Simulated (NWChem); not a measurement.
Program: NWChem. System: hydrogen sulfate (HO$_{4}$S (-1)), charge -1, spin multiplicity 1, at a geometry optimised with PBE0/def2-SVP. Level: MP2/def2-SVPD, 9 core orbitals frozen.

Input file:

```
start mol
memory heap 200 mb stack 900 mb global 1100 mb
charge -1
geometry units angstroms nocenter noautoz noautosym
  O      1.413020    -0.278211    -0.543848
  S     -0.148682     0.027406     0.025362
  O      0.075912     0.001064     1.488161
  O     -0.944511    -1.084704    -0.504935
  O     -0.484820     1.344992    -0.525989
  H      1.902110    -0.303609     0.287092
end
basis spherical
  * library def2-svpd
end
scf
  rhf
  nopen 0
  maxiter 100
  thresh 1e-7
  semidirect memsize 60000000 filesize 0
end
mp2
  freeze core 9
end
task mp2 energy
```

Output (cleaned and shortened):

```
             Northwest Computational Chemistry Package (NWChem) 7.3.0
             --------------------------------------------------------

                                NWChem Input Module
                                -------------------

 Scaling coordinates for geometry "geometry" by  1.889725989
 (inverse scale =  0.529177249)

                             Geometry "geometry" -> ""
                             -------------------------

 Output coordinates in angstroms (scale by  1.889725989 to convert to a.u.)

  No.       Tag          Charge          X              Y              Z
 ---- ---------------- ---------- -------------- -------------- --------------
    1 O                    8.0000     1.41302000    -0.27821100    -0.54384800
    2 S                   16.0000    -0.14868200     0.02740600     0.02536200
    3 O                    8.0000     0.07591200     0.00106400     1.48816100
    4 O                    8.0000    -0.94451100    -1.08470400    -0.50493500
    5 O                    8.0000    -0.48482000     1.34499200    -0.52598900
    6 H                    1.0000     1.90211000    -0.30360900     0.28709200

 Effective nuclear repulsion energy (a.u.)     273.2389325731

            Nuclear Dipole moment (a.u.)
            ----------------------------
        X                 Y               Z
 ---------------- ---------------- ----------------
     0.0000113384     0.0000283459    -0.0000075589


 Summary of "ao basis" -> "" (spherical)
 ------------------------------------------------------------------------------
       Tag                 Description            Shells   Functions and Types
 ---------------- ------------------------------  ------  ---------------------
 *                         def2-svpd                  on all atoms

 Summary of "ao basis" -> "ao basis" (spherical)
 ------------------------------------------------------------------------------
       Tag                 Description            Shells   Functions and Types
 ---------------- ------------------------------  ------  ---------------------
 O                         def2-svpd                 9       23   4s3p2d
[...]
     1   1 0 0      0.988329      0.000000      0.000011
     1   0 1 0     -0.151614      0.000000      0.000028
     1   0 0 1      0.218617      0.000000     -0.000008

     2   2 0 0    -28.647429      0.000000    103.589579
     2   1 1 0     -0.845834      0.000000     -2.883645
     2   1 0 1      0.557522      0.000000      3.918062
     2   0 2 0    -33.958353      0.000000     87.877128
     2   0 1 1     -0.071696      0.000000     -0.467478
     2   0 0 2    -33.654865      0.000000     87.237010

                   NWChem MP2 Semi-direct Energy/Gradient Module
                   ---------------------------------------------

  Basis functions       =    127
  Molecular orbitals    =    127
  Frozen core           =      9
  Frozen virtuals       =      0
  Active alpha occupied =     16
  Active beta occupied  =     16
  Active alpha virtual  =    102
  Active beta virtual   =    102
  Use MO symmetry       = F
  Use skeleton AO sym   = F

  AO/Fock/Back tols     =   1.0D-09  1.0D-09  1.0D-09

 GA uses MA = F    GA memory limited = T

 Available:
  local mem=  1.26D+08
 global mem=  1.44D+08
 local disk=  0.00D+00
  mp2_memr nvloc                   102
  nvloc new                   102
   1 passes of  16:        3145728                      74519                  45039508.
   1 passes of  16: M    126152617           G      144146942           F     123006889.

 Semi-direct pass number   1 of   1  for RHF alpha+beta  at        4.8s
  vrange nnbf                  8112
  mp2_eaftype                   171  avail_ma_in_mb                  1099
 EAF : mp2_eaftype filesize         171   22519754.
  mp2_eaf for mointskh                    171
Node 0 wrote    105.9 Mb in      0.0 s     Agg I/O rate:  7882.0 Mb/s
 Done moints_semi at        7.0s
  mp2_eaftype                   171  avail_ma_in_mb                   928
 EAF : mp2_eaftype filesize         171   22519754.
  mp2_eaf for kh                   171
 Done maket at        7.2s
 Done multipass loop at        7.2s

          -------------------------------------------
          SCF energy                -697.206523931787
          Correlation energy          -0.942695637817
          Singlet pairs               -0.544103609530
          Triplet pairs               -0.398592028287
          Total MP2 energy          -698.149219569604
          -------------------------------------------

          ---------------------------------------------------
                    Spin Component Scaled (SCS) MP2
          Same spin pairs                     -0.265728018858
          Same spin scaling factor             0.333333333333
          Opposite spin pairs                 -0.676967618959
          Opposite spin scaling fact.          1.200000000000
          SCS-MP2 correlation energy          -0.900937149037
          Total SCS-MP2 energy              -698.107461080824
          ---------------------------------------------------

 -----------------------
 Performance information
 -----------------------

 Timer overhead =  1.19D-07 seconds/call

               Nr. of calls         CPU time (s)                 Wall time (s)                GFlops
             ---------------    -------------------     ------------------------------   -------------------
Name         Min   Avg   Max    Min     Avg     Max     Min     Avg     Max   Mx/calls   Min     Max     Sum
mp2: moin     1     1     1    2.2     2.2     2.2      2.2     2.2     2.2     2.2      0.0     0.0     0.0
mp2: make     1     1     1   0.21    0.21    0.21     0.21    0.21    0.21    0.21      0.0     0.0     0.0
mp2: tota     1     1     1    2.5     2.5     2.5      2.5     2.5     2.5     2.5      0.0     0.0     0.0

 The average no. of pstat calls per process was 3.00D+00
 with a timing overhead of 3.57D-07s

 Task  times  cpu:        7.2s     wall:        7.2s

 Total times  cpu:        7.2s     wall:        7.2s
```
